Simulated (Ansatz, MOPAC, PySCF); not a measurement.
Reaction (SMILES): [F][Bi]([F])[F] -> [Bi]([F])[F] + F atom (the Bi-F bond breaks)

Wanted: bond dissociation energy (enthalpy at 298 K), in kcal/mol. Set-up: spin-orbit terms left out; PM7 with its own dispersion and hydrogen-bond terms; no dispersion term unless named; open shells spin-unrestricted; def2 sets with scalar-relativistic core potentials past Kr. Ab initio and DFT rows: single points at B3LYP-D3(BJ) geometries (Ansatz, an electronic-structure program), with unscaled harmonic terms from B3LYP/6-31G* (LANL2DZ past Ar) at its own minima. Semi-empirical rows: MOPAC heats of formation at their own minima for 298 K.

```csv
species,coefficient,"E at BP86/def2-SVP (PySCF), Eh","E at M06-2X/def2-TZVPD (PySCF), Eh","H(298 K) - E, kcal/mol","heat of formation at PM7 (MOPAC), kcal/mol"
[F][Bi]([F])[F],-1,-514.14002,-514.15869,7.15,-83.56
[F][Bi][F],+1,-414.33336,-414.25854,4.87,-53.58
F atom,+1,-99.63266,-99.73422,1.48,18.89
```

 1 Eh = 627.5095 kcal/mol.

### Question
Compute it at each level from the table.

### Answer

- BP86/def2-SVP: the sum of coefficient times E is 0.17400 Eh, or 109.19 kcal/mol; the thermal terms add -0.80. Result: 108.4 kcal/mol.
- M06-2X/def2-TZVPD: the sum of coefficient times E is 0.16593 Eh, or 104.12 kcal/mol; the thermal terms add -0.80. Result: 103.3 kcal/mol.
- PM7: the sum of coefficient times heat of formation is 48.87 kcal/mol; it needs no thermal term.
